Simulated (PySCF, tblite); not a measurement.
Isomers of C6H9PS2, one GFN2-xTB conformer each. Single-point energies are computed at PBE0/pcSseg-1 (PySCF, gas phase, no added dispersion term), electronic only.

Problem. Rank them by PBE0/pcSseg-1 energy, lowest first (kJ/mol).
A. `[CH3:1][P:2]([CH3:3])(=[S:4])[c:5]1[cH:6][cH:7][s:8][cH:9]1` with C1–P2–C5–C6 180°
B. `[CH3:1][CH2:2][P@@H:3](=[S:4])[c:5]1[cH:6][cH:7][cH:8][s:9]1` with C1–C2–P3–S4 59°, C2–P3–C5–C6 -130°
C. `[CH3:1][S:2][c:3]1[p:4][c:5]([CH3:6])[c:7]([CH3:8])[s:9]1` with C1–S2–C3–P4 0°

Solution. A (0.0), B (37.6), C (95.5).

GFN2-xTB itself gives, in the same order: 0.0, 3.4, 96.0. Both levels put the same isomer lowest; measured from each level's own lowest isomer, the values differ by up to 34.2 kJ/mol (CC[P@@H](=S)c1cccs1: 3.4 against 37.6).

Problem. Which frontier levels, dipoles and rotational constants go with these structures?

Solution. 
```
             SMILES  HOMO (eV, PBE0/pcSseg-1)  LUMO (eV)  dipole (D)       A, B, C (MHz)
   CP(C)(=S)c1ccsc1                     -6.34      -0.93        4.48  1905, 618.4, 571.1
CC[P@@H](=S)c1cccs1                     -6.65      -1.29        4.10  1801, 676.4, 516.1
    CSc1pc(C)c(C)s1                     -5.81      -1.11        1.19  1958, 719.7, 531.5
```

Problem. What happens when harmonic zero-point energies from GFN2-xTB frequencies are added?

Solution. 
```json
{"SMILES": "CP(C)(=S)c1ccsc1", "ZPE (kJ/mol)": "343.8", "electronic (kJ/mol)": "0.0", "with ZPE (kJ/mol)": "0.0"}
{"SMILES": "CC[P@@H](=S)c1cccs1", "ZPE (kJ/mol)": "345.4", "electronic (kJ/mol)": "37.6", "with ZPE (kJ/mol)": "39.2"}
{"SMILES": "CSc1pc(C)c(C)s1", "ZPE (kJ/mol)": "347.6", "electronic (kJ/mol)": "95.5", "with ZPE (kJ/mol)": "99.3"}
```

The zero-point energies span 3.8 kJ/mol. The order is unchanged.

Problem. As an exercise, what shares would exp(−E/RT) give at 1000 K from these electronic energies alone (no entropy, no degeneracies)?

Solution. RT = 8.314 kJ/mol: CP(C)(=S)c1ccsc1 98.9 %, CC[P@@H](=S)c1cccs1 1.1 %, CSc1pc(C)c(C)s1 under 0.1 %.
